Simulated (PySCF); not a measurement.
Spectra and structures to be paired. The calculation used TDDFT wB97X-D/def2-SVPD, vertical, gas phase, core orbitals frozen in the response, def2 core potentials past Kr (PySCF). Geometries: PBE0-D3(BJ)/def2-SVP; one conformer of each isolated species. Triplets are in the Tamm–Dancoff approximation. Atoms past krypton carry core potentials; spin–orbit coupling is left out.

A. InCl2(OH), `[OH][In]([Cl])[Cl]`
B. 2-methyl-1-butanol, `CC[C@H](C)CO`
C. AlCl2(CF3), `F[C](F)(F)[Al]([Cl])[Cl]`

Lowest singlet levels (six at most, fewer where fewer were computed) with oscillator strengths:

1. 6.54 eV (f 0.008); 6.90 eV (f 0.000); 7.33 eV (f 0.000); 7.43 eV (f 0.142); 7.50 eV (f 0.054); 7.57 eV (f 0.037); T1 6.07 eV
2. 7.28 eV (f 0.004); 8.36 eV (f 0.039); 8.66 eV (f 0.000); 8.84 eV (f 0.037); 9.03 eV (f 0.021); 9.16 eV (f 0.002); T1 7.04 eV
3. 5.19 eV (f 0.002); 5.44 eV (f 0.025); 5.48 eV (f 0.000); 5.51 eV (f 0.069); 5.98 eV (f 0.054); 6.31 eV (f 0.052); T1 4.83 eV

**Question.** Which spectrum belongs to which structure?

**Answer.** 1 = C, 2 = B, 3 = A.
- A: S1 at 5.19 eV, HOMO-2→LUMO (93%); Löwdin shares by element: HOMO chlorine 70%, oxygen 22%, indium 7%; LUMO indium 44%, chlorine 40%, oxygen 15%; HOMO -11.28 and LUMO -1.30 eV; point group Cs, 1 of its 6 listed states under f = 0.0005.
- B: S1 at 7.28 eV, HOMO→LUMO (78%), HOMO→LUMO+3 (8%); Löwdin shares by element: HOMO oxygen 52%, carbon 28% or more, hydrogen 7% or more; LUMO carbon 26% or more, oxygen 17%, hydrogen 10% or more (atoms not listed hold the other 48%); HOMO -9.74 and LUMO 2.14 eV.
- C: S1 at 6.54 eV, HOMO→LUMO (97%); Löwdin shares by element: HOMO chlorine 29%, carbon 22%, aluminium 15% (atoms not listed hold the other 34%); LUMO aluminium 49%, chlorine 31%, carbon 10%; HOMO -11.42 and LUMO -0.12 eV.
